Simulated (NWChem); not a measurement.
System: I anion

Here is an NWChem input.

```
start job
memory heap 200 mb stack 900 mb global 1100 mb
charge -1
geometry units angstroms noautosym nocenter noautoz
  I      0.000000     0.000000     0.000000
end
basis spherical
  I library def2-svpd
end
ecp
  I library def2-ecp
end
dft
  xc pbe0
  iterations 150
end
cosmo
  dielec 37.5
end
task dft energy
```

NWChem printed, in part:

```
             Northwest Computational Chemistry Package (NWChem) 7.3.0
             --------------------------------------------------------

                             Geometry "geometry" -> ""
                             -------------------------

 Output coordinates in angstroms (scale by  1.889725989 to convert to a.u.)

  No.       Tag          Charge          X              Y              Z
 ---- ---------------- ---------- -------------- -------------- --------------
    1 I                   53.0000     0.00000000     0.00000000     0.00000000

 Effective nuclear repulsion energy (a.u.)       0.0000000000

                                 NWChem DFT Module
                                 -----------------

 Summary of "ao basis" -> "ao basis" (spherical)
 ------------------------------------------------------------------------------
       Tag                 Description            Shells   Functions and Types
 ---------------- ------------------------------  ------  ---------------------
 I                         def2-svpd                13       35   5s5p3d

 in cosmo_initialize ...

 solvent parameters
 solvname_short: unkn
 solvname_long:  unknown
 dielec:       37.5000

          ---------------
          -cosmo- solvent
          ---------------
 Cosmo: York-Karplus, doi: 10.1021/jp992097l
 dielectric constant -eps-     =  37.50
 screen = (eps-1)/(eps    )    =   0.97333
 surface charge correction     = lagrangian

   van der Waals surface
 --------------------------

 ---------- ATOMIC COORDINATES (A.U.) ------------ VDWR(ANG.) --
     1    0.00000000    0.00000000    0.00000000     2.320
 number of segments per atom =         32
 number of   points per atom =         32
 atom (   nspa,  nppa )
 ----------------------
    1 (     32,     0 )       0
 number of -cosmo- surface points =       32
 molecular surface =     67.637 angstrom**2
 molecular volume  =     52.306 angstrom**3
 G(cav/disp)       =      1.198 kcal/mol
 -lineq- algorithm             =   0
 -bem- low  level              =   2
 -bem- from -octahedral-
 gaussian surface charge width =   4.50000
 degree of switching           =   1.00000
 switching function tolerance  =   0.00010
 atomic radii =
 --------------
    1 25.000  2.320
 ...... end of -cosmo- initialization ......

[...]

                                   COSMO solvation results
                                   -----------------------

                 gas phase energy =      -297.806888779920
                 sol phase energy =      -297.903031363842
 (electrostatic) solvation energy =         0.096142583922 (   60.33 kcal/mol)

                       DFT Final Molecular Orbital Analysis
                       ------------------------------------

 Vector   11  Occ=2.000000D+00  E=-2.442430D-01
              MO Center=  5.7D-16, -6.5D-16,  4.6D-15, r^2= 2.3D+00
   Bfn.  Coefficient  Atom+Function         Bfn.  Coefficient  Atom+Function
  ----- ------------  ---------------      ----- ------------  ---------------
    17      0.529649  1 I  pz                14      0.522091  1 I  pz
    11     -0.220185  1 I  pz                16      0.189050  1 I  py
    13      0.186353  1 I  py                 8     -0.178517  1 I  pz
    10     -0.078592  1 I  py                20      0.077288  1 I  pz
     7     -0.063719  1 I  py                19      0.027587  1 I  py

 Vector   12  Occ=2.000000D+00  E=-2.442430D-01
              MO Center=  2.2D-15,  1.6D-15, -1.5D-16, r^2= 2.3D+00
   Bfn.  Coefficient  Atom+Function         Bfn.  Coefficient  Atom+Function
  ----- ------------  ---------------      ----- ------------  ---------------
    16      0.524860  1 I  py                13      0.517371  1 I  py
    10     -0.218195  1 I  py                17     -0.184147  1 I  pz
    14     -0.181520  1 I  pz                 7     -0.176903  1 I  py
    15     -0.085280  1 I  px                12     -0.084063  1 I  px
    11      0.076554  1 I  pz                19      0.076589  1 I  py

 Vector   13  Occ=2.000000D+00  E=-2.442430D-01
              MO Center=  2.5D-15, -2.5D-15,  1.3D-16, r^2= 2.3D+00
   Bfn.  Coefficient  Atom+Function         Bfn.  Coefficient  Atom+Function
  ----- ------------  ---------------      ----- ------------  ---------------
    15      0.555873  1 I  px                12      0.547941  1 I  px
     9     -0.231088  1 I  px                 6     -0.187356  1 I  px
    18      0.081114  1 I  px                16      0.073776  1 I  py
    13      0.072723  1 I  py                17     -0.047152  1 I  pz
    14     -0.046479  1 I  pz                10     -0.030670  1 I  py

 Vector   14  Occ=0.000000D+00  E= 2.171408D-02
              MO Center= -1.1D-13,  3.1D-13, -2.3D-13, r^2= 8.2D+00
   Bfn.  Coefficient  Atom+Function         Bfn.  Coefficient  Atom+Function
  ----- ------------  ---------------      ----- ------------  ---------------
     5      1.886156  1 I  s                  4     -1.357917  1 I  s
     3     -0.171358  1 I  s                  1      0.126918  1 I  s
     2      0.125977  1 I  s

 Vector   15  Occ=0.000000D+00  E= 4.791641D-02
              MO Center= -3.2D-14, -5.3D-14,  2.7D-14, r^2= 1.4D+01
   Bfn.  Coefficient  Atom+Function         Bfn.  Coefficient  Atom+Function
  ----- ------------  ---------------      ----- ------------  ---------------
    20      1.000292  1 I  pz                19      0.635676  1 I  py
    17     -0.427836  1 I  pz                16     -0.271885  1 I  py
    14     -0.164354  1 I  pz                13     -0.104445  1 I  py
    18     -0.090546  1 I  px                11      0.073543  1 I  pz
     8      0.057970  1 I  pz                10      0.046736  1 I  py

[...]
```

Level: PBE0/def2-SVPD with def2 effective core potentials on I, COSMO on the gas-phase geometry. def2 effective core potentials on I; no spin-orbit coupling. COSMO prints the solvation energy as gas minus solution, so a positive value is a stabilisation.
